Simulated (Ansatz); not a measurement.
SiH5SeCl, closed shell: a pair in one relaxed arrangement.

in.yaml

```yaml
crystal:
  periodic: [false, false, false]
  atoms:
    - {symbol: Si, position_ang: [-0.033843, -0.068797, -1.558989]}
    - {symbol: Cl, position_ang: [1.580844, 1.029755, -0.903458]}
    - {symbol: H, position_ang: [-0.037368, -1.372564, -0.860328]}
    - {symbol: H, position_ang: [0.132245, -0.267603, -3.018258]}
    - {symbol: H, position_ang: [-1.271399, 0.691435, -1.280915]}
    - {symbol: Se, position_ang: [-0.358637, 0.560284, 2.236873]}
    - {symbol: H, position_ang: [-0.936999, -0.425376, 3.158117]}
    - {symbol: H, position_ang: [0.925158, -0.147235, 2.227059]}
basis:
  gaussian: {orbitals: 6-31G}
hamiltonian: {xc: {name: B3LYP}, dispersion: d4}
```

Command:

```bash
ansatz run in.yaml --threads 4 --pin off --events-out ev --progress --plain --max-ram 9574MiB
```

Output of Ansatz 0.2.0:

```
Functional definition: B3LYP
  name "B3LYP"
  cite "Stephens, Devlin, Chabalowski & Frisch, J. Phys. Chem. 98, 11623 (1994) doi:10.1021/j100096a001"
  cite "Becke, Phys. Rev. A 38, 3098 (1988) doi:10.1103/PhysRevA.38.3098"
  cite "Lee, Yang & Parr, Phys. Rev. B 37, 785 (1988) doi:10.1103/PhysRevB.37.785"
  cite "Vosko, Wilk & Nusair, Can. J. Phys. 58, 1200 (1980) doi:10.1139/p80-159"
  parameter a0 = 0.2
  parameter ax = 0.72
  parameter ac = 0.81
  exchange = (1 - a0 - ax)*slater_x + ax*b88_x + a0*exact_x
  correlation = (1 - ac)*vwn_rpa_c + ac*lyp_c
691 factors; integrals over basis functions are off by at most 3.2e-4 eV
mean field evaluation 1: about -85820.6793 eV, gradient 1.3e1 eV
mean field evaluation 2: about -85820.8157 eV, gradient 1.2e1 eV
mean field evaluation 4: about -85821.2750 eV, gradient 2.5e-1 eV
mean field evaluation 8: about -85821.3276 eV, gradient 4.9e-2 eV
mean field -85821.32758339 eV, -3153.8756169045 hartree, gradient 2.8e-5 eV, S^2 0.000000; 0 other end points of the search recorded, 0 dependent functions left out
reference -85821.32785172 eV, -3153.8756267654 hartree; 35, 35 occupied and 30, 30 virtual orbitals, 691 factors
Total energy: -85821.59249832 eV, -3153.8853523485 hartree
```

The lines “mean field evaluation” count trial sets of orbitals through the whole run, from several starts and some on an approximate energy, so they need not fall steadily or lie above the final value.

Hardware: 4 CPU threads of an AMD EPYC 9R45, shared host. Wall time about 0.35 s.
